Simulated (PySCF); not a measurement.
Hf(O)2 anion (HfO₂), SMILES [O]=[Hf]=[O] (connectivity only; charge and spin as stated), charge -1, multiplicity 2.

Geometry optimised at B3LYP-D3(BJ)/def2-TZVPD. The spin state was assumed, not searched. The isomer is the one that the SMILES or the coordinates give; other isomers of the formula were not compared. The def2 effective core potentials stand for the cores of Hf; spin–orbit coupling is left out.

Method: ωB97X/def2-TZVPD run with PySCF.

The molecule is in vacuum.

Computed frontier levels, dipole moment and polarisability:
```yaml
"α spin, highest occupied and lowest empty level": -2.30 and 3.94 eV
"β spin, highest occupied and lowest empty level": -4.09 and 3.00 eV
dipole_moment_about_the_centre_of_nuclear_charge: 4.57 D
mean_static_polarisability: 122.1 bohr³ (18.09 Å³)
polarisability_principal_values: 100.4, 115.6, 150.1 bohr³
"⟨S²⟩": 0.751 (pure state 0.75)
```
